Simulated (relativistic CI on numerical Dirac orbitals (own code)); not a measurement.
**Eu21+: q coefficients and field-shift factors**

Method of calculation: Dirac-Coulomb-Breit CI, KLI orbitals optimised for each configuration, derivatives by finite differences, unscaled Slater integrals, QED left out (own radial code, finite nucleus).

Configuration list (outside the closed core [Ar] 3d10): 4s²4p⁶4d⁶, 4s²4p⁵4d⁷, 4s²4p⁴4d⁸, 4s4p⁶4d⁷, 4p⁶4d⁸, 4s²4p⁶4d⁵5s, 4s²4p⁶4d⁵5p, 4s4p⁵4d⁸. Levels of other configurations are missing.

With x = (α/α₀)² − 1 an excitation energy changes as ω = ω₀ + qx; K = 2q/ω₀ is the relative enhancement. Terms are leading LS components, so labels can repeat. The field-shift factor is F = δν/δ⟨r²⟩ for the transition from the lowest level.

Lowest level 4s²4p⁶4d⁶ ⁵D4.

```
        Level  ω₀ (cm⁻¹)  q (cm⁻¹)        K  F (GHz/fm²)
4s²4p⁶4d⁶ ³P2    15705.9    -674.6  -0.0859       -0.241
4s²4p⁶4d⁶ ⁵D3    36000.6     47800     2.66        0.797
4s²4p⁶4d⁶ ⁵D0    37672.4     21470     1.14        0.358
4s²4p⁶4d⁶ ⁵D1    44956.0     49280     2.19        0.756
4s²4p⁶4d⁶ ⁵D4    53908.8     30820     1.14        0.622
4s²4p⁶4d⁶ ³G5    71711.8     38820     1.08        0.806
4s²4p⁶4d⁶ ³H6    73557.3     40040     1.09        0.894
4s²4p⁶4d⁶ ³F2    79849.2     46670     1.17        0.543
4s²4p⁶4d⁶ ³F3    82753.7     45400      1.1        0.762
4s²4p⁶4d⁶ ⁵D2    88577.3     79140     1.79          1.1
4s²4p⁶4d⁶ ¹S0   104300.8     77480     1.49         1.39
4s²4p⁶4d⁶ ³D1   106955.6     54350     1.02        0.925
4s²4p⁶4d⁶ ³G4   107140.2     61940     1.16         1.21
```

At this charge energies of transitions that change n are usually good to better than 1 %, and those within a shell (Δn = 0) to a few per cent. Terms inside the open d or f shell come out 10 to 20 % too wide with unscaled integrals.
